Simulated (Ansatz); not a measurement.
`CC1=C(I)C1` + H–F → `CC1=C(F)C1` + HI at 500 K and 1 bar (substitution at a C–I bond).

Program: Ansatz. Geometries: PBE0-D4/def2-TZVP. ΔE: electronic, gas phase. CCSD(T)/CBS is the MP2 limit (def2-TZVPP, def2-QZVPP) plus CCSD(T) − MP2 in def2-TZVPP, frozen cores. This one scheme is used for every species. def2 core potentials past Kr. For I outer-core shells are correlated without core-valence functions, which leaves a few kJ/mol of doubt a bond.

```json
{"species": "`CC1=C(I)C1`", "CCSD(T)/CBS energy (Eh)": "-452.56921", "H − E (kJ/mol)": "238.0", "S (J/(mol·K))": "393.9"}
{"species": "H–F", "CCSD(T)/CBS energy (Eh)": "-100.39570", "H − E (kJ/mol)": "39.4", "S (J/(mol·K))": "188.7"}
{"species": "`CC1=C(F)C1`", "CCSD(T)/CBS energy (Eh)": "-254.90236", "H − E (kJ/mol)": "241.6", "S (J/(mol·K))": "358.8"}
{"species": "HI", "CCSD(T)/CBS energy (Eh)": "-298.03592", "H − E (kJ/mol)": "28.6", "S (J/(mol·K))": "221.6"}
```

H − E and S are ideal-gas, rigid-rotor, harmonic terms from PBE0-D4/def2-TZVP. 1 Eh = 2625.50 kJ/mol, R = 8.31446 J/(mol·K).

Problem. By hand: ΔE, ΔH, ΔS and ΔG.

Solution. ΔE = (-254.90236) + (-298.03592) − (-452.56921) − (-100.39570) = 0.02663 Eh = 69.9 kJ/mol. Δ(H − E) = 241.6 + 28.6 − 238.0 − 39.4 = -7.2, so ΔH = 62.7 kJ/mol. ΔS = 358.8 + 221.6 − 393.9 − 188.7 = -2.2 J/(mol·K). ΔG = 62.7 − 500 × (-2.2)/1000 = 63.8 kJ/mol.

Problem. By hand: the equilibrium constant, and the temperature at which ΔG would vanish if ΔH and ΔS stayed fixed.

Solution. log₁₀ K = −ΔG/(RT ln 10) = -6.7. ΔH and −TΔS have one sign here, so there is no such temperature.

The number of gas molecules stays the same, so ΔS is small and ΔH decides. A doubt of 5 kJ/mol in ΔE shifts log₁₀ K by 0.5 here. These are equilibria of isolated gas molecules and say nothing of rates. Largest T1 diagnostic: 0.011 (customary marks: 0.02 for closed shells, 0.045 for open ones).

ΔS is within the doubt of such terms, so its sign, and with it that verdict, could turn.
